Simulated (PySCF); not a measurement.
PySCF input (M06-2X/def2-TZVPD):

```python
from pyscf import gto, scf, dft

mol = gto.M(
    atom='''
    Te   -0.00016315   -0.22127057    0.12767449
    F    -1.91165551   -0.25385779   -0.29829245
    F     0.00103462    1.40321533   -0.80966397
    F     1.91156352    0.12909464    0.37028156
    ''',
    basis='def2-tzvpd',
    ecp='def2-tzvp',
    charge=0,
    spin=1,
    verbose=4,
)

mf = dft.UKS(mol, xc='m062x').density_fit(auxbasis='def2-universal-jkfit')
mf.grids.level = 4
mf.conv_tol = 1e-9
mf.max_cycle = 100
mf.max_memory = 1500
mf.kernel()
if not mf.converged:
    mf = mf.newton()
    mf.kernel(mf.make_rdm1())
for _ in range(2):
    mo, _, stable, _ = mf.stability(return_status=True)
    if stable:
        break
    mf.kernel(mf.make_rdm1(mo, mf.mo_occ))
mf.analyze()
```

End of the output:

```
Extra cycle  E= -567.510116768459  delta_E= -2.91e-11  |g|= 5.56e-06  |ddm|= 1.17e-05
converged SCF energy = -567.510116768459  <S^2> = 0.76147263  2S+1 = 2.0114399
uhf_internal: lowest eigs of H = [0.24042035 0.2771344  0.3796741 ]
<class 'pyscf.df.df_jk.DFUKS'> wavefunction is stable in the internal stability analysis
**** SCF Summaries ****
Total Energy =                        -567.510116768459397
Nuclear Repulsion Energy =             221.854173598174469
One-electron Energy =                -1326.557792550233899
Two-electron Energy =                  537.193502183600003
Two-electron Coulomb Energy =          589.261592023045978
DFT Exchange-Correlation Energy =      -52.068089839446003
HOMO-LUMO gap [eV] =                     5.927193618446695
**** MO energy ****
                             alpha | beta                alpha | beta
MO #1   energy= -25.2736550489359  | -25.2719192090952  occ= 1 | 1
MO #2   energy= -25.2246241924915  | -25.2226967084913  occ= 1 | 1
MO #3   energy= -25.2246063931677  | -25.2226790870796  occ= 1 | 1
MO #4   energy= -6.66583146725459  | -6.66301185770007  occ= 1 | 1
MO #5   energy= -4.76750089259556  | -4.76688943535785  occ= 1 | 1
MO #6   energy= -4.76728122195244  | -4.76499674793275  occ= 1 | 1
MO #7   energy= -4.76508828619004  | -4.75827496199058  occ= 1 | 1
MO #8   energy= -1.89356361074816  | -1.89304383866939  occ= 1 | 1
MO #9   energy= -1.8904149604264   | -1.88655069860165  occ= 1 | 1
MO #10  energy= -1.88772829532397  | -1.88132702470804  occ= 1 | 1
MO #11  energy= -1.88673716841365  | -1.87994253172281  occ= 1 | 1
MO #12  energy= -1.88622125188458  | -1.87940199415958  occ= 1 | 1
MO #13  energy= -1.35709514534923  | -1.35118430085687  occ= 1 | 1
MO #14  energy= -1.3011778463925   | -1.29596895425787  occ= 1 | 1
MO #15  energy= -1.29493120774336  | -1.28923881163006  occ= 1 | 1
MO #16  energy= -0.795138986043249 | -0.751550796295071 occ= 1 | 1
MO #17  energy= -0.602176093438078 | -0.597536921419629 occ= 1 | 1
MO #18  energy= -0.58716948491346  | -0.58230723800707  occ= 1 | 1
MO #19  energy= -0.581617808951772 | -0.557904623313152 occ= 1 | 1
MO #20  energy= -0.552897182342953 | -0.551248638351908 occ= 1 | 1
MO #21  energy= -0.526593277055378 | -0.504951077977122 occ= 1 | 1
MO #22  energy= -0.517115455515962 | -0.504313726806614 occ= 1 | 1
MO #23  energy= -0.506460270429605 | -0.497185603744063 occ= 1 | 1
MO #24  energy= -0.494077526990818 | -0.492607113390618 occ= 1 | 1
MO #25  energy= -0.441064258986806 | -0.424610697630804 occ= 1 | 1
MO #26  energy= -0.356813228554827 | -0.138992878864066 occ= 1 | 0
MO #27  energy= -0.0675859816365225 | -0.0521293060695456 occ= 0 | 0
MO #28  energy= -0.00665596493130542 | -0.00379989217505823 occ= 0 | 0
MO #29  energy= 0.00440120458168478 | -0.00140616054957026 occ= 0 | 0
MO #30  energy= 0.0106687347043296 | 0.0207849480038193 occ= 0 | 0
MO #31  energy= 0.0309687809827753 | 0.0337419567369312 occ= 0 | 0
MO #32  energy= 0.0454446192054141 | 0.0549256710580103 occ= 0 | 0
MO #33  energy= 0.0862807454316076 | 0.0679928792619397 occ= 0 | 0
MO #34  energy= 0.0892815971915722 | 0.0787421334676742 occ= 0 | 0
MO #35  energy= 0.0902381779059599 | 0.0868683713738582 occ= 0 | 0
MO #36  energy= 0.10780090910043   | 0.100700894195815  occ= 0 | 0
MO #37  energy= 0.115483465109144  | 0.11592260512895   occ= 0 | 0
MO #38  energy= 0.141459308882837  | 0.142415060222955  occ= 0 | 0
MO #39  energy= 0.148884005525108  | 0.152410807532848  occ= 0 | 0
MO #40  energy= 0.15189744590314   | 0.155360705966437  occ= 0 | 0
MO #41  energy= 0.160781655301738  | 0.162844061151298  occ= 0 | 0
MO #42  energy= 0.165594692805746  | 0.165998914439887  occ= 0 | 0
MO #43  energy= 0.169956160906782  | 0.16916734351657   occ= 0 | 0
MO #44  energy= 0.195622552744265  | 0.18881490935406   occ= 0 | 0
MO #45  energy= 0.21521861011115   | 0.190916570743088  occ= 0 | 0
MO #46  energy= 0.21626280690728   | 0.211782249262884  occ= 0 | 0
MO #47  energy= 0.23521954359203   | 0.21246162101423   occ= 0 | 0
MO #48  energy= 0.247105229817743  | 0.227001595966698  occ= 0 | 0
MO #49  energy= 0.259454056740659  | 0.242798872470901  occ= 0 | 0
MO #50  energy= 0.28013848471661   | 0.280498056883079  occ= 0 | 0
MO #51  energy= 0.308593493475637  | 0.328206181495574  occ= 0 | 0
MO #52  energy= 0.346354147651128  | 0.353360074363668  occ= 0 | 0
MO #53  energy= 0.347176236612993  | 0.364864817361454  occ= 0 | 0
MO #54  energy= 0.376282647588131  | 0.379718955557481  occ= 0 | 0
MO #55  energy= 0.382659062529413  | 0.384334644353419  occ= 0 | 0
MO #56  energy= 0.401954810643455  | 0.410432777703525  occ= 0 | 0
MO #57  energy= 0.42577445614038   | 0.424204144484612  occ= 0 | 0
MO #58  energy= 0.472201435521185  | 0.477424093552067  occ= 0 | 0
MO #59  energy= 0.523567263655366  | 0.52401040962349   occ= 0 | 0
MO #60  energy= 0.531021423390573  | 0.534873702949366  occ= 0 | 0
MO #61  energy= 0.551837368500837  | 0.551783826014409  occ= 0 | 0
MO #62  energy= 0.553698116942676  | 0.553580182063285  occ= 0 | 0
MO #63  energy= 0.583076779571973  | 0.581325343978378  occ= 0 | 0
MO #64  energy= 0.607978714114665  | 0.61624112378828   occ= 0 | 0
MO #65  energy= 0.634763229582759  | 0.631456838192673  occ= 0 | 0
MO #66  energy= 0.638485350035144  | 0.638609344570415  occ= 0 | 0
MO #67  energy= 0.676446490537734  | 0.676410977911011  occ= 0 | 0
MO #68  energy= 0.680359569672197  | 0.677627332488676  occ= 0 | 0
MO #69  energy= 0.682054139411738  | 0.683807156474575  occ= 0 | 0
MO #70  energy= 0.695210460898934  | 0.695452737015029  occ= 0 | 0
MO #71  energy= 0.70357350937781   | 0.70387658211122   occ= 0 | 0
MO #72  energy= 0.708443474716863  | 0.707690442282551  occ= 0 | 0
MO #73  energy= 0.743179508029606  | 0.751425069789601  occ= 0 | 0
MO #74  energy= 0.761504689999188  | 0.767033183376498  occ= 0 | 0
MO #75  energy= 0.81434410050338   | 0.817070889907999  occ= 0 | 0
MO #76  energy= 0.8414974805523    | 0.846142685214186  occ= 0 | 0
MO #77  energy= 0.848273248405834  | 0.869453588637915  occ= 0 | 0
MO #78  energy= 0.863781559023405  | 0.874999156810661  occ= 0 | 0
MO #79  energy= 0.895715083971822  | 0.906261587815365  occ= 0 | 0
MO #80  energy= 0.952635900223406  | 0.951663384869861  occ= 0 | 0
MO #81  energy= 0.960167283785422  | 0.962187595052882  occ= 0 | 0
MO #82  energy= 1.0106459865154    | 1.00473432246263   occ= 0 | 0
MO #83  energy= 1.04581237992501   | 1.0473236305125    occ= 0 | 0
MO #84  energy= 1.05311444142078   | 1.05714124497241   occ= 0 | 0
MO #85  energy= 1.06937158621923   | 1.0767828344308    occ= 0 | 0
MO #86  energy= 1.10617371062538   | 1.1092751428025    occ= 0 | 0
MO #87  energy= 1.11260443584288   | 1.13359259359413   occ= 0 | 0
MO #88  energy= 1.13250891324949   | 1.13512917947709   occ= 0 | 0
MO #89  energy= 1.13329288692778   | 1.1368681643874    occ= 0 | 0
MO #90  energy= 1.15956616008841   | 1.15627561418257   occ= 0 | 0
MO #91  energy= 1.21023078345634   | 1.21295595537142   occ= 0 | 0
MO #92  energy= 1.3137073246157    | 1.31812394808358   occ= 0 | 0
MO #93  energy= 1.36357575019876   | 1.36879767823933   occ= 0 | 0
MO #94  energy= 1.38297497633498   | 1.3835839722598    occ= 0 | 0
MO #95  energy= 1.39681913202676   | 1.41479927187817   occ= 0 | 0
MO #96  energy= 1.44000879045477   | 1.44304283887144   occ= 0 | 0
MO #97  energy= 1.44823495093669   | 1.45668786271196   occ= 0 | 0
MO #98  energy= 1.50440436782079   | 1.50151391533658   occ= 0 | 0
MO #99  energy= 1.50536875189779   | 1.50789941457828   occ= 0 | 0
MO #100 energy= 1.66180106300171   | 1.66225794682061   occ= 0 | 0
MO #101 energy= 2.27151656947688   | 2.27321015985786   occ= 0 | 0
MO #102 energy= 2.27522942977729   | 2.27568856186014   occ= 0 | 0
MO #103 energy= 2.30213732856329   | 2.3030768179989    occ= 0 | 0
MO #104 energy= 2.30742642405803   | 2.31114368941123   occ= 0 | 0
[...]
```

It need not be the lowest isomer of its formula.
